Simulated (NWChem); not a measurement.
System: C₂H₅NOSi; SMILES N[Si@H](O)C#C

Input file for NWChem:

```
start job
memory heap 200 mb stack 900 mb global 1100 mb
geometry units angstroms noautosym nocenter noautoz
  C      0.064957     2.538450     0.146008
  C      0.062316     1.338421    -0.059537
  Si     0.083755    -0.476528    -0.383543
  N     -1.425764    -1.038625     0.210632
  O      1.375126    -1.217312     0.353695
  H      0.069689     3.599338     0.324594
  H      0.338839    -0.729392    -1.823907
  H     -2.154211    -0.387660     0.475497
  H     -1.787696    -1.960672     0.000454
  H      1.364093    -1.199870     1.316015
end
basis spherical
  * library 6-31g*
end
dft
  xc hfexch
  iterations 150
  mulliken
end
task dft energy
esp
  recalculate
  probe 0.07
  range 0.3
  factor 1.0
  spacing 0.02
end
task esp
```

Parts of the log:

```
             Northwest Computational Chemistry Package (NWChem) 7.3.0
             --------------------------------------------------------

                             Geometry "geometry" -> ""
                             -------------------------

 Output coordinates in angstroms (scale by  1.889725989 to convert to a.u.)

  No.       Tag          Charge          X              Y              Z
 ---- ---------------- ---------- -------------- -------------- --------------
    1 C                    6.0000     0.06495700     2.53845000     0.14600800
    2 C                    6.0000     0.06231600     1.33842100    -0.05953700
    3 Si                  14.0000     0.08375500    -0.47652800    -0.38354300
    4 N                    7.0000    -1.42576400    -1.03862500     0.21063200
    5 O                    8.0000     1.37512600    -1.21731200     0.35369500
    6 H                    1.0000     0.06968900     3.59933800     0.32459400
    7 H                    1.0000     0.33883900    -0.72939200    -1.82390700
    8 H                    1.0000    -2.15421100    -0.38766000     0.47549700
    9 H                    1.0000    -1.78769600    -1.96067200     0.00045400
   10 H                    1.0000     1.36409300    -1.19987000     1.31601500

 Effective nuclear repulsion energy (a.u.)     208.8656283904

  xc_inp: hfexch multiplicative factor not found.

                                 NWChem DFT Module
                                 -----------------

 Summary of "ao basis" -> "ao basis" (spherical)
 ------------------------------------------------------------------------------
       Tag                 Description            Shells   Functions and Types
 ---------------- ------------------------------  ------  ---------------------
 C                           6-31g*                  6       14   3s2p1d
 Si                          6-31g*                  8       18   4s3p1d
 N                           6-31g*                  6       14   3s2p1d
 O                           6-31g*                  6       14   3s2p1d
 H                           6-31g*                  2        2   2s

            General Information
            -------------------
          SCF calculation type: DFT
          Wavefunction type:  closed shell.
          No. of atoms     :    10
          No. of electrons :    46
           Alpha electrons :    23
            Beta electrons :    23
          Charge           :     0
          Spin multiplicity:     1
          Use of symmetry is: off; symmetry adaption is: off
          Maximum number of iterations: 150
          AO basis - number of functions:    84
                     number of shells:    42
          Convergence on energy requested:  1.00D-06
          Convergence on density requested:  1.00D-05
          Convergence on gradient requested:  5.00D-04

              XC Information
              --------------
                     Hartree-Fock (Exact) Exchange  1.000

      Superposition of Atomic Density Guess
      -------------------------------------

 Sum of atomic energies:        -495.67706899

      Non-variational initial energy
      ------------------------------

 Total energy =    -497.808515
 1-e energy   =   -1095.431638
 2-e energy   =     388.757494
 HOMO         =      -0.339187
 LUMO         =       0.018611

     ---------------------------------------------
      Total Density - Mulliken Population Analysis
     ---------------------------------------------

    Atom       Charge   Shell Charges
 -----------   ------   -------------------------------------------------------
    1 C    6     6.14   2.00  0.76  1.81  0.63  0.92  0.03
    2 C    6     6.36   2.00  0.75  1.93  0.77  0.90  0.02
    3 Si  14    12.89   2.00  2.00  5.97  0.85  1.35  0.18  0.29  0.25
    4 N    7     8.22   2.00  0.82  2.68  0.81  1.90  0.01
    5 O    8     9.03   2.00  0.94  3.14  0.90  2.04  0.01
    6 H    1     0.72   0.42  0.30
    7 H    1     1.08   0.47  0.61
    8 H    1     0.55   0.40  0.15
    9 H    1     0.55   0.40  0.15
   10 H    1     0.44   0.35  0.09

   convergence    iter        energy       DeltaE   RMS-Dens  Diis-err
 ---------------- ----- ----------------- --------- --------- ---------
 d= 0,ls=0.0,diis     1   -496.7949168415 -7.06D+02  8.60D-03  7.01D-01
 d= 0,ls=0.0,diis     2   -496.8703861001 -7.55D-02  2.84D-03  1.68D-01
 d= 0,ls=0.0,diis     3   -496.8874336743 -1.70D-02  1.14D-03  7.68D-03
 d= 0,ls=0.0,diis     4   -496.8886131313 -1.18D-03  2.52D-04  4.05D-04
 d= 0,ls=0.0,diis     5   -496.8886677586 -5.46D-05  5.67D-05  4.38D-05
  Resetting Diis
 d= 0,ls=0.0,diis     6   -496.8886741155 -6.36D-06  2.43D-05  3.80D-06
 d= 0,ls=0.0,diis     7   -496.8886747283 -6.13D-07  7.33D-06  3.15D-07

         Total DFT energy =     -496.888674728315
      One electron energy =    -1099.636451229476
           Coulomb energy =      441.323544275584
    Exchange-Corr. energy =      -47.441396164783
 Nuclear repulsion energy =      208.865628390360

 Numeric. integr. density =        0.000000000000

                       DFT Final Molecular Orbital Analysis
                       ------------------------------------

 Vector   21  Occ=2.000000D+00  E=-4.121970D-01
              MO Center= -8.9D-01, -5.1D-01,  4.8D-02, r^2= 3.1D+00
   Bfn.  Coefficient  Atom+Function         Bfn.  Coefficient  Atom+Function
  ----- ------------  ---------------      ----- ------------  ---------------
    51      0.454128   4 N  pz               55      0.419188   4 N  pz
    78      0.184157   7 H  s                17      0.162750   2 C  px
     3      0.154071   1 C  px               49      0.137942   4 N  px
    53      0.129805   4 N  px               63      0.121581   5 O  px
     7      0.107143   1 C  px               21      0.103573   2 C  px

 Vector   22  Occ=2.000000D+00  E=-3.943436D-01
              MO Center=  6.6D-02,  1.8D+00, -6.2D-03, r^2= 1.8D+00
   Bfn.  Coefficient  Atom+Function         Bfn.  Coefficient  Atom+Function
  ----- ------------  ---------------      ----- ------------  ---------------
     5      0.378834   1 C  pz               19      0.376908   2 C  pz
     9      0.265207   1 C  pz               23      0.263014   2 C  pz
    78      0.119749   7 H  s                 4     -0.066544   1 C  py
    77      0.062605   7 H  s                18     -0.058056   2 C  py
    52     -0.052215   4 N  s                 8     -0.047502   1 C  py

 Vector   23  Occ=2.000000D+00  E=-3.925602D-01
              MO Center= -1.4D-01,  1.4D+00,  4.5D-02, r^2= 3.0D+00
   Bfn.  Coefficient  Atom+Function         Bfn.  Coefficient  Atom+Function
  ----- ------------  ---------------      ----- ------------  ---------------
     3      0.355843   1 C  px               17      0.348925   2 C  px
     7      0.250340   1 C  px               21      0.246797   2 C  px
    51     -0.216114   4 N  pz               55     -0.203974   4 N  pz
    78     -0.102821   7 H  s                50      0.082166   4 N  py
    64     -0.078535   5 O  py               54      0.070547   4 N  py

 Vector   24  Occ=0.000000D+00  E= 1.513173D-01
              MO Center=  1.3D-01,  7.3D-01, -8.1D-02, r^2= 4.9D+00
   Bfn.  Coefficient  Atom+Function         Bfn.  Coefficient  Atom+Function
  ----- ------------  ---------------      ----- ------------  ---------------
    66     -0.531879   5 O  s                39      0.484783   3 Si px
    41      0.416099   3 Si pz                9     -0.407598   1 C  pz
    40     -0.399009   3 Si py                7     -0.312299   1 C  px
    23      0.289737   2 C  pz                5     -0.221332   1 C  pz
    21      0.202967   2 C  px               20      0.198431   2 C  s

 Vector   25  Occ=0.000000D+00  E= 1.573125D-01
              MO Center= -1.8D-01,  5.9D-01, -1.3D-01, r^2= 5.5D+00
   Bfn.  Coefficient  Atom+Function         Bfn.  Coefficient  Atom+Function
  ----- ------------  ---------------      ----- ------------  ---------------
    52      0.876185   4 N  s                39      0.579732   3 Si px
     7     -0.402371   1 C  px               40      0.359039   3 Si py
    82     -0.337108   9 H  s                 9      0.314264   1 C  pz
    21      0.267372   2 C  px               38     -0.260374   3 Si s
    23     -0.252397   2 C  pz               41     -0.230643   3 Si pz

 Vector   26  Occ=0.000000D+00  E= 2.155006D-01
              MO Center= -4.0D-01, -5.2D-01, -1.1D-01, r^2= 6.3D+00
   Bfn.  Coefficient  Atom+Function         Bfn.  Coefficient  Atom+Function
  ----- ------------  ---------------      ----- ------------  ---------------
    52      0.970320   4 N  s                38     -0.790416   3 Si s
    40      0.706964   3 Si py               78      0.681612   7 H  s
    80     -0.679726   8 H  s                66      0.472234   5 O  s
     9     -0.403575   1 C  pz               20     -0.389904   2 C  s
    23      0.348566   2 C  pz               84     -0.328074  10 H  s

     ---------------------------------------------
      Total Density - Mulliken Population Analysis
     ---------------------------------------------

    Atom       Charge   Shell Charges
 -----------   ------   -------------------------------------------------------
    1 C    6     6.23   2.00  0.69  1.88  0.48  1.15  0.03
    2 C    6     6.33   2.00  0.66  1.90  0.75  0.99  0.03
    3 Si  14    12.84   2.00  2.00  5.98  0.80  1.53  0.03  0.16  0.35
    4 N    7     8.08   2.00  0.74  2.50  0.89  1.93  0.02
    5 O    8     8.88   2.00  0.88  2.91  0.98  2.10  0.02
    6 H    1     0.71   0.50  0.21
    7 H    1     1.17   0.51  0.66
    8 H    1     0.61   0.48  0.13
    9 H    1     0.62   0.49  0.13
   10 H    1     0.52   0.45  0.07

     -------------------------------------------
      Total Density - Lowdin Population Analysis
     -------------------------------------------

    Atom       Charge   Shell Charges
 -----------   ------   -------------------------------------------------------
    1 C    6     6.15   1.99  0.56  1.71  0.46  1.38  0.05
    2 C    6     6.25   1.99  0.57  1.74  0.48  1.42  0.05
    3 Si  14    13.26   2.00  1.97  5.89  0.53  1.44  0.30  0.63  0.51
    4 N    7     7.71   1.99  0.69  2.38  0.58  2.04  0.03
    5 O    8     8.60   1.99  0.86  2.79  0.73  2.21  0.03
    6 H    1     0.82   0.46  0.36
    7 H    1     1.09   0.52  0.58
    8 H    1     0.73   0.46  0.27
    9 H    1     0.74   0.46  0.27
   10 H    1     0.65   0.43  0.22

     Multipole analysis of the density
     ---------------------------------

     L   x y z        total         alpha         beta         nuclear
     -   - - -        -----         -----         ----         -------
     0   0 0 0     -0.000000    -23.000000    -23.000000     46.000000

     1   1 0 0     -0.834370     -1.161342     -1.161342      1.488314
     1   0 1 0      0.252451      1.163017      1.163017     -2.073583
     1   0 0 1      0.504342      0.492298      0.492298     -0.480253

     2   2 0 0    -27.277129    -83.847685    -83.847685    140.418241
     2   1 1 0      2.369664      0.091499      0.091499      2.186665
     2   1 0 1      1.357130     -2.086115     -2.086115      5.529360
     2   0 2 0    -22.240162   -173.455542   -173.455542    324.670922
     2   0 1 1      0.288429      0.031683      0.031683      0.225062
     2   0 0 2    -26.957598    -29.387898    -29.387898     31.818199

                     NWChem Electrostatic Potential Fit Module
                     -----------------------------------------

 Atom parameters

 Number of atoms is                                   10
 Number of basis functions is                         84

 Grid parameters

 Maximum number of grid points is                  43806
 Number of grid points is                          43805
 Grid range                                     0.300000 nm
 Grid spacing                                   0.020000 nm
 Probe radius                                   0.070000 nm
 Atom radius factor                             1.000000

 Atomic radii

    1    0.100000
    6    0.147000
    7    0.140000
    8    0.136000
   14    0.187000
 FASTESP  F
  using M.O. file = ./job.movecs

    Atom              Coordinates                           Charge

                                                  ESP

    1 C     0.006496    0.253845    0.014601   -0.220197
    2 C     0.006232    0.133842   -0.005954   -0.395350
    3 Si    0.008376   -0.047653   -0.038354    1.326918
    4 N    -0.142576   -0.103863    0.021063   -1.169764
    5 O     0.137513   -0.121731    0.035370   -0.823869
    6 H     0.006969    0.359934    0.032459    0.266137
    7 H     0.033884   -0.072939   -0.182391   -0.237639
    8 H    -0.215421   -0.038766    0.047550    0.406281
    9 H    -0.178770   -0.196067    0.000045    0.404326
   10 H     0.136409   -0.119987    0.131602    0.443159
                                            ------------
                                                0.000000

 Dipole moment                                  1.001203

 Quadrupole moment Qxx                         -6.403212
                   Qyy                         10.173681
                   Qzz                         -3.770469

 RMS deviation kJ/mol                           0.059662

 RRMS %                                        25.331349
```

Level: Hartree-Fock/6-31G* (spherical d). The geometry was optimised at PBE0/def2-SVP.
